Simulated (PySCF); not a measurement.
chlorotrifluoromethane (CClF₃), SMILES FC(F)(F)Cl.

Geometry optimised at B3LYP-D3(BJ)/def2-SVP.

Two levels are set side by side: PBE/def2-TZVP (PySCF) and CAM-B3LYP/def2-TZVP (PySCF). Same geometry, gas phase. Differences are taken from unrounded values.

```
quantity                     CAM-B3LYP    PBE  PBE minus CAM-B3LYP
---------------------------  ---------  -----  -------------------
orbital gap (eV)                 12.60   7.20                -5.40
highest occupied level (eV)     -11.51  -8.44                 3.08
lowest empty level (eV)           1.08  -1.24                -2.32
dipole moment (D)                 0.40   0.21                -0.19
mean polarisability (bohr³)       26.6   27.8                  1.1
```

Without exact exchange PBE keeps part of each electron's self-repulsion, which lifts occupied levels and narrows the gap. Loosely held outer electrons make PBE densities more polarisable. Differences between two approximate levels are no errors against the true value.

Rough cost on one machine, each run with all the roots and properties that it gave: CAM-B3LYP against PBE within a factor of 2.
